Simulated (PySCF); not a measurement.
NMR data simulated for an unnamed compound:

$^{1}$H NMR (600 MHz, computed): δ 7.78 (m, 1H), 7.17 (m, 1H), 6.85 (m, 1H), 6.79 (m, 1H), 6.51 (m, 1H), 6.15 (m, 1H), 5.79 (m, 1H), 4.79 (m, 1H), 4.64 (m, 1H).

$^{13}$C{$^{1}$H} NMR (computed): δ 153.2 (CH), 150.3 (C), 146.5 (CH), 143.3 (CH2), 131.0 (CH), 117.7 (CH).

PySCF calculation with coordinates at the GFN2-xTB level and PBE0/pcSseg-1 with gauge-including orbitals; a single conformation, no solvent model, non-relativistic Hamiltonian.

Chemical shifts δ = σref − σ; $^{1}$H (σref 31.72) and $^{13}$C (σref 186.93) against TMS, all at this level.

Task: Which of these does the molecule contain: an N-methyl group, a non-aromatic C=C double bond, a heteroaromatic ring, a vinyl group CH=CH2, a CH3CH2 unit, a three-membered ring?

Result: 
- An N-methyl group: no.
- A non-aromatic C=C double bond: yes.
- A heteroaromatic ring: yes.
- A vinyl group CH=CH2: yes (δC 143.3, 146.5; δH 6.51 (m), 6.15 (m), 6.85 (m)).
- A CH3CH2 unit: no.
- A three-membered ring: no.

The data belong to `C=C[Si@H](Cl)[SiH2]c1ccco1`, C₆H₉ClOSi₂; they needn't prove each group on their own.

Carbon signals by region: 6 in the sp2 and nitrile region (100–160 ppm).

Shifts are as computed. Against solution values, carbons near 30 ppm lie about +3 ppm off and those near 130 ppm about +5 ppm. Of 1309 compounds with measured shifts, 239 miss one by over three times the rms of a fit or turn the order of signals round; such compounds aren't used in these exercises. Multiplicities follow the n + 1 count of equivalent neighbours, as no J values were calculated; m marks all less simple cases, F and P coupling included.
